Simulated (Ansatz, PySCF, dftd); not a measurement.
System: CH3N, charge 0, singlet. CH3N (SMILES C=N).
B3LYP-D3(BJ)/def2-TZVP minimum from Ansatz (a quantum-chemistry and plane-wave program):
```xyz
5

C     -0.5561     0.1803     0.0310
N      0.6007    -0.3213    -0.0448
H     -1.4210    -0.4825    -0.0049
H     -0.7700     1.2493     0.1322
H      1.3223     0.4006     0.0002
```

Quantity: enthalpy of formation at 298 K (by atomisation, with ideal-gas terms from PySCF's Hessian at B3LYP-D3(BJ)/def2-TZVP and the atoms' measured values of the G2/97 table; no spin-orbit terms), in kcal/mol. Radicals and triplets start from unrestricted determinants; spin-orbit coupling is neglected. Cores are frozen in correlated methods. Rows without X2C or -DK are non-relativistic. CBS(X,Y): correlation extrapolated as X^-3, Hartree-Fock from the larger set (Q,5: extrapolated as (X+1)exp(-9√X)). A bracket is a step between two methods taken in the basis named. Functionals run without relativity, which enters their misses. '+ core + X2C': CCSD(T) terms for core correlation (cc-pwCVTZ) and scalar relativity (cc-pVTZ-DK). Where a partner has so few electrons that a lower coupled-cluster level is exact, that level stands in.

Measured: 21.2 kcal/mol, 88.7 kJ/mol (Active Thermochemical Tables 1.112 (ions: stationary electron), as tabulated in the package chemicals); atomic spin-orbit terms, which the calculations lack, would raise the computed values.

| level | program | enthalpy of formation at 298 K (kcal/mol) | error against that value |
|---|---|---|---|
| HF/cc-pVTZ | Ansatz | 161.8 | 140.6 |
| HF/cc-pV5Z | Ansatz | 160.2 | 139.0 |
| r2SCAN-D4/def2-TZVPD | Ansatz + dftd4 | 25.0 | 3.8 |
| B3LYP-D4/def2-TZVPD | Ansatz + dftd4 | 18.2 | -3.0 |
| CCSD/cc-pVQZ | Ansatz | 35.7 | 14.5 |
| CCSD/CBS(cc-pVQZ,cc-pV5Z) | Ansatz | 31.3 | 10.1 |
| CCSD(T)/cc-pVDZ | Ansatz | 60.6 | 39.4 |
| CCSDTQ/cc-pVDZ | Ansatz | 60.1 | 38.9 |
| CCSD(T)/CBS(cc-pVQZ,cc-pV5Z) + [CCSDTQ - CCSD(T)]/cc-pVDZ + core + X2C | Ansatz | 21.1 | -0.1 |
| CCSD(T)/CBS(cc-pVQZ,cc-pV5Z) + [CCSDT(Q) - CCSD(T)]/cc-pVTZ + [CCSDTQ - CCSDT(Q)]/cc-pVDZ + core + X2C | Ansatz | 21.4 | 0.2 |
